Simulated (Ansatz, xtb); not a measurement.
A geometry optimisation of CH4OSe with r2SCAN-D4/def2-SVP

The starting geometry of this gas-phase singlet has its atoms placed at random.

```
atom    x (Å)    y (Å)    z (Å)
   C  -1.4263   1.2726   0.7419
   O   1.6588  -0.9191   0.4708
  Se   0.6739   1.1399  -0.4328
   H   0.5923  -0.5860  -0.0869
   H  -0.7158   2.0806  -0.2728
   H  -0.0374   0.9913  -1.8415
   H   1.2038   0.1051  -1.6689
```

Q: One run relaxed it with r2SCAN-D4/def2-SVP. What is a likely outcome?

A: It ends as `C=[SeH]O`. Distances that change by over a tenth: Se3–H7 (1.70 → 1.48 Å). Contacts that open: Se3–H4 (1.76 → 2.39 Å), Se3–H5 (1.69 → 2.44 Å), Se3–H6 (1.59 → 2.52 Å). Contacts that close: C1–Se3 (2.41 → 1.78 Å), C1–H5 (1.48 → 1.09 Å), C1–H6 (2.95 → 1.09 Å), O2–Se3 (2.45 → 1.92 Å), O2–H4 (1.25 → 0.97 Å).

The energy falls by 11.46 eV over 23 steps:

```
step  E − E(last) (eV)
   1            11.462
   3             6.624
   6             4.003
   8             1.877
  11             0.462
  13             0.263
  16             0.020
  18             0.004
  21             0.000
  23             0.000
```

Final geometry (Å):

```xyz
7

C    -0.4794    1.5978   -0.7064
O     1.3798   -0.7056    0.5845
Se    1.1368    0.9429   -0.3732
H     0.6639   -1.3015    0.3082
H    -0.8589    2.2725    0.0666
H    -1.2048    1.0361   -1.3019
H     1.3118    0.2420   -1.6680
```

From the same start GFN2-xTB reaches the same bonding as this run.

From so rough a start the end depends on the optimiser's path, so another program may land elsewhere. No frequencies were run, so the end isn't proven a minimum. Run with Ansatz 0.2.0, 41 s on 2 threads of Arm Neoverse V1, on a shared host.
